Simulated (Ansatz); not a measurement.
Cl$_{4}$V (SMILES [Cl][V]([Cl])([Cl])[Cl]), doublet, at a GFN2-xTB geometry (such geometries of metal compounds can be far from the true shape), with bond 4-1 at 2.4 times its length; SC-NEVPT2/STO-3G, CASSCF(5,4) (Ansatz, a program for electronic structure).

The Ansatz input:
Ansatz 0.2 input:
```yaml
crystal:
  periodic: [false, false, false]
  atoms:
    - {symbol: V, position_ang: [0.00000000, -0.00000000, 0.00000000]}
    - {symbol: Cl, position_ang: [1.55096514, -0.55164710, -1.20032677]}
    - {symbol: Cl, position_ang: [0.41931295, 0.46401878, 1.93893140]}
    - {symbol: Cl, position_ang: [-1.78013638, 4.10576635, -1.97007756]}
    - {symbol: Cl, position_ang: [-1.22855460, -1.62310766, 0.08226102]}
basis:
  gaussian:
    orbitals: STO-3G
correlation: {method: sc_nevpt2, electrons: all, active_space: {window: {electrons: 5, orbitals: 4}}}
magnetization: {spin_polarized: false, initial_magnetization: 1}
```

Q: Write the output that Ansatz gives for this input, abridged.

A: 
```
Functional definition: HF
638 factors; integrals over basis functions are off by at most 2.2e-4 eV
mean field evaluation 1: about -74846.6718 eV, gradient 6.5e1 eV
mean field evaluation 2: about -74846.7342 eV, gradient 6.5e1 eV
mean field evaluation 4: about -74866.3378 eV, gradient 2.6e1 eV
mean field evaluation 8: about -74874.4972 eV, gradient 8.6e-1 eV
mean field evaluation 16: about -74874.5126 eV, gradient 2.7e-6 eV
mean field evaluation 32: about -74873.7801 eV, gradient 8.7e0 eV
mean field evaluation 64: about -74874.5115 eV, gradient 1.7e-3 eV
mean field evaluation 96: about -74874.5116 eV, gradient 1.3e-3 eV
mean field evaluation 128: about -74874.4978 eV, gradient 9.6e-2 eV
mean field evaluation 160: about -74874.5123 eV, gradient 3.3e-3 eV
mean field evaluation 192: about -74870.7920 eV, gradient 1.2e1 eV
mean field evaluation 224: about -74874.5067 eV, gradient 8.3e-2 eV
mean field evaluation 256: about -74874.5124 eV, gradient 4.0e-2 eV
mean field evaluation 288: about -74874.5126 eV, gradient 7.1e-7 eV
mean field -74874.51261794 eV, -2751.5875869418 hartree, gradient 4.9e-6 eV, S^2 0.750000; 15 other end points of the search recorded, 0 dependent functions left out
reference -74874.51261794 eV, -2751.5875869418 hartree; 46, 45 occupied and 8, 9 virtual orbitals, 638 factors
state -74875.87938314 eV, -2751.6378146366 hartree
state -74875.87938314 eV, -2751.6378146366 hartree; corrected -74879.42463522 eV, -2751.7681002475 hartree
state -74874.72119595 eV, -2751.5952520424 hartree
state -74874.72119595 eV, -2751.5952520424 hartree; corrected -74878.64993474 eV, -2751.7396305299 hartree
state -74875.87938314 eV, -2751.6378146366 hartree; corrected -74879.42463522 eV, -2751.7681002475 hartree
the orbitals are reached from a further start. From the first start the search ends at -74874.72106757 eV, -2751.5952473246 hartree
WARN: 1 active orbitals are nearly empty or full. The corrections depend on them more than the energy does, and are more stable in an active space without them
Total energy: -74879.42463522 eV, -2751.7681002475 hartree
```
